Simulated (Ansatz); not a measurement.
Job for Ansatz (a quantum-chemistry and plane-wave program): R-wB97M-V/def2-TZVPP on silene (SMILES C=[SiH2]), atoms moved off the minimum.

Ansatz 0.2 input:
```yaml
crystal:
  periodic: [false, false, false]
  atoms:
    - {symbol: C, position_ang: [-1.20726700, -0.05941372, -0.01592434]}
    - {symbol: Si, position_ang: [0.67107414, 0.05592527, 0.00605583]}
    - {symbol: H, position_ang: [-1.69080638, 0.79825290, -0.25590809]}
    - {symbol: H, position_ang: [-1.72677034, -0.97905138, -0.03718885]}
    - {symbol: H, position_ang: [1.37915049, -1.25109862, 0.11108328]}
    - {symbol: H, position_ang: [1.33403837, 1.23565196, 0.01426979]}
basis:
  gaussian:
    orbitals: def2-TZVPP
hamiltonian:
  xc: {name: wB97M-V}
scf: {lower_state_search: off}
output: {forces: true}
```

Output:

```
WARN ansatz: RAYON_NUM_THREADS=1 ignored (pool sized by the plan → 1); use --threads N
Functional definition: wB97M-V
these checks for a lower state are left out or cut short: stability, starts, cluster_reference, orbital_swaps, neighbouring_geometries, increment
integrals: 0.05 GiB planned
707 factors; their error is unknown
integrals: 0.08 GiB planned
175 factors; integrals over basis functions are off by at most 1.3e-5 eV
mean field: 0.48 GiB planned
mean field evaluation 1: about -8970.3038 eV, gradient 4.8e1 eV
mean field evaluation 2: about -8966.4082 eV, gradient 5.7e1 eV
mean field evaluation 4: about -8976.4984 eV, gradient 1.3e0 eV
mean field evaluation 8: about -8976.5104 eV, gradient 5.5e-2 eV
mean field evaluation 16: about -8976.5102 eV, gradient 3.8e-4 eV
mean field -8976.51020998 eV, -329.8806657197 hartree, gradient 8.7e-6 eV, S^2 0.000000; 0 other end points of the search recorded, 0 dependent functions left out
the calculation of the forces begins
reference -8976.51025250 eV, -329.8806672823 hartree; 12, 12 occupied and 117, 117 virtual orbitals, 707 factors
Total energy: -8976.51025250 eV, -329.8806672823 hartree
Atom 0 at    -1.207267    -0.059414    -0.015924 Å, force     6.327871    -0.967516     0.281442 eV/Å
Atom 1 at     0.671074     0.055925     0.006056 Å, force    -5.885635    -3.588514    -0.010045 eV/Å
Atom 2 at    -1.690806     0.798253    -0.255908 Å, force    -1.670052     2.426837    -0.405131 eV/Å
Atom 3 at    -1.726770    -0.979051    -0.037189 Å, force    -0.339720    -0.783220     0.059566 eV/Å
Atom 4 at     1.379150    -1.251099     0.111083 Å, force     0.125636     0.544731     0.079058 eV/Å
Atom 5 at     1.334038     1.235652     0.014270 Å, force     1.441900     2.367681    -0.004889 eV/Å
Dipole moment:     0.260382     0.066448    -0.038559 e Å
Checks for a lower state left out: stability, starts, cluster_reference, orbital_swaps, neighbouring_geometries, increment
```

The calculation finished and met its thresholds.

Cost: around 2.5 core-seconds (rough).
